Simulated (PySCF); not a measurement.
B2F3, SMILES F[B]B(F)F (connectivity only; charge and spin as stated), charge +1, multiplicity 1.

Coordinates come from a PBE0-D3(BJ)/def2-SVP optimisation. The spin state was assumed, not searched. The isomer is the one that the SMILES or the coordinates give; other isomers of the formula were not compared. The values are those of a single conformer.

Level of theory: r2SCAN/def2-TZVPD (PySCF).

Symmetry labels are those of the subgroup C2v that the program uses (full group C2v).

Task: List the valence orbital energies around the gap with their symmetry. (The exact figures need the calculation; the answer reports its results.)

Result: 
| orbital | symmetry | energy (eV) |
|---|---|---|
| HOMO−7 | B1 | -21.21 |
| HOMO−6 | B2 | -21.20 |
| HOMO−5 | B2 | -20.31 |
| HOMO−4 | A1 | -20.26 |
| HOMO−3 | B1 | -19.09 |
| HOMO−2 | A2 | -17.59 |
| HOMO−1 | B2 | -17.29 |
| HOMO | A1 | -16.68 |
| LUMO | B1 | -10.58 |
| LUMO+1 | B2 | -9.63 |
| LUMO+2 | A1 | -6.29 |
| LUMO+3 | B1 | -5.32 |
